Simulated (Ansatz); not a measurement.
`[SH][AlH][Br]` + H₂ → `[AlH2][Br]` + H₂S at 700 K and 1 bar (hydrogenolysis of the Al–S bond).

Calculated with Ansatz (gas phase, PBE0-D4/def2-TZVP geometries, no zero-point term in ΔE). CCSD(T)/CBS adds triple-zeta CCSD(T) − MP2 to the extrapolated MP2 energy (def2 sets, frozen cores). This one scheme is used for every species. For Br outer-core shells are correlated without core-valence functions, which leaves a few kJ/mol of doubt a bond. Scalar relativity is left out up to krypton. Each species was taken in one conformer, which may not be the lowest.

```csv
species,CCSD(T)/CBS energy (Eh),H − E (kJ/mol),S (J/(mol·K))
`[SH][AlH][Br]`,-3214.41891,95.8,386.2
H₂,-1.17544,46.8,155.3
`[AlH2][Br]`,-2816.58301,73.6,316.3
H₂S,-398.97279,64.8,236.9
```

H − E and S are ideal-gas, rigid-rotor, harmonic terms from PBE0-D4/def2-TZVP, for one conformer and one mirror image of each species. The MP2-based limit puts H₂ 0.8 mEh under its directly extrapolated value; such offsets cancel only in part. 1 Eh = 2625.50 kJ/mol, R = 8.31446 J/(mol·K).

**Question.** By hand: ΔE, ΔH, ΔS and ΔG.

**Answer.** ΔE = (-2816.58301) + (-398.97279) − (-3214.41891) − (-1.17544) = 0.03855 Eh = 101.2 kJ/mol. Δ(H − E) = 73.6 + 64.8 − 95.8 − 46.8 = -4.2, so ΔH = 97.0 kJ/mol. ΔS = 316.3 + 236.9 − 386.2 − 155.3 = 11.7 J/(mol·K). ΔG = 97.0 − 700 × (11.7)/1000 = 88.8 kJ/mol.

**Question.** By hand: the equilibrium constant, and the temperature at which ΔG would vanish if ΔH and ΔS stayed fixed.

**Answer.** log₁₀ K = −ΔG/(RT ln 10) = -6.6. ΔG = 0 at ΔH/ΔS = 8291 K, far beyond where these terms or the molecules hold.

The number of gas molecules stays the same, so ΔS is small and ΔH decides. A doubt of 5 kJ/mol in ΔE shifts log₁₀ K by 0.4 here. Other conformers and mirror images would add mixing entropy, several J/(mol·K) or more a flexible species. These are equilibria of isolated gas molecules and say nothing of rates. Largest T1 diagnostic: 0.009 (customary marks: 0.02 for closed shells, 0.045 for open ones).
